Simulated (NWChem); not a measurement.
Molecule: GaH$_{3}$; SMILES [GaH3]

Results from NWChem. Pople sets run with spherical d functions. Structure relaxed at the PBE-D3(BJ)/def2-SVP level. Static field.

Problem. Order these by “isotropic polarisability (bohr³)”, lowest first: PBE/def2-TZVPD; PBE/6-31G*; PBE/def2-TZVP; PBE/def2-SVP.

Solution. PBE/6-31G* (25.9), PBE/def2-SVP (28.2), PBE/def2-TZVP (31.9), PBE/def2-TZVPD (35.0)
